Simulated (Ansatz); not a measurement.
Al(OH)3 (AlO3H3). The state is a triplet with charge 0. Geometry PBE-D4/def2-TZVP, that of the neutral singlet; atoms count from 1.

```csv
atom,x (Å),y (Å),z (Å)
Al1,0.000,0.000,0.000
O2,1.197,-1.216,-0.042
H3,1.580,-1.496,-0.884
O4,-0.670,0.487,1.493
H5,-0.375,0.077,2.317
O6,-0.527,0.729,-1.451
H7,-1.204,1.419,-1.434
```

At PBE0-D4/def2-TZVP a singlet of charge 0 lies 6.59 eV below the triplet at the same geometry.

**Question.** Estimate the Mulliken populations from the PBE0/def2-TZVP orbitals of Ansatz.

**Answer.** 
```csv
atom,charge (e),spin (α − β)
Al1,0.09,0.87
O2,-0.18,0.48
H3,0.25,0.11
O4,-0.37,0.21
H5,0.28,0.05
O6,-0.36,0.22
H7,0.28,0.06
```
Mulliken values and Mayer orders depend strongly on the basis.

**Question.** Where does the spin sit?

**Answer.** Summed by element: Al 0.87, O 0.91, H 0.22, of 2 unpaired in all. Largest on single atoms: Al1 0.87, O2 0.48, O6 0.22.

**Question.** And the Mayer bond orders between bonded heavy atoms (over 0.3)?

**Answer.** Al1–O2 0.75 (1.71 Å); Al1–O4 0.93 (1.71 Å); Al1–O6 0.92 (1.71 Å).
